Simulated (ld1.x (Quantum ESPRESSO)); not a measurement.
**Before and after: RRKJ potential for iron**

```json
{"Element": "Fe (Z = 26)", "Generator": "ld1.x (Quantum ESPRESSO) 7.5", "Type": "norm-conserving RRKJ (Kleinman–Bylander form)", "Functional": "LDA (PZ)", "Relativity": "scalar-relativistic", "Frozen core": "[Ar]", "Valence charge": "8", "Reference configuration": "3d6 4s2 4p0", "Partial waves": "4p (bound, empty): rc 2.75 bohr; 3d (bound): rc 1.90 bohr; 4s (bound): rc 2.20 bohr", "Local potential": "the s channel", "Core correction": "none"}
```

Change: wave 4s (bound): rc 2.20 bohr becomes 4s (bound): rc 2.92 bohr.

Cutoffs: the cutoffs (Ry, on a coarse ladder) from which the occupation-weighted sum of valence levels, in a spherical-Bessel basis at the reference potential, stays within 10 and 1 mRy of its value at 400 Ry; they do not see the model core or the augmentation charge, which bear on the density cutoff. Errors are all-electron minus pseudo energies relative to the spin-unpolarised reference configuration.

**Question.** What does the change do?

**Answer.** The potential gets neither clearly harder nor softer (50 Ry and 70 Ry → 50 Ry and 70 Ry); the d channel sets the loose cutoff, while the largest relative change is in s, which becomes softer; of the 9 tests that both files solve, the error grows in 5 and shrinks in 2 by more than 15 % and 0.3 meV (median size 70.8 → 37.0 meV); neither file shows a bound ghost.

```tsv
quantity	base	changed
cutoff, loose	50 Ry	50 Ry
cutoff, tight	70 Ry	70 Ry
loose cutoff by channel (10 mRy a level)	d 45 Ry, s 8 Ry	d 45 Ry, s 6 Ry
bound ghosts	none	none
error for 3d6 4s1 4p0, meV [ΔE 8.98 eV]	+6.0	+7.0
error for 3d6 4s0 4p0, meV [ΔE 25.47 eV]	+42	+22
error for 3d5 4s0 4p0, meV [ΔE 60.00 eV]	-71	-267
error for 3d6 4s0 4p2, meV [ΔE 8.61 eV]	+3.3	-14
error for 3d7 4s1 4p0, meV [ΔE -0.83 eV]	-81	-37
error for 3d6 4s1.5 4p0, meV [ΔE 3.60 eV]	+1.0	+1.5
error for 3d4 4s0 4p0, meV [ΔE 113.38 eV]	+165	-265
error for 3d6 4s2 4p0 (spin-polarised), meV [ΔE -3.39 eV]	+2988	+2982
error for 3d6 4s1 4p0 (spin-polarised), meV [ΔE 4.81 eV]	+3110	+3151
```
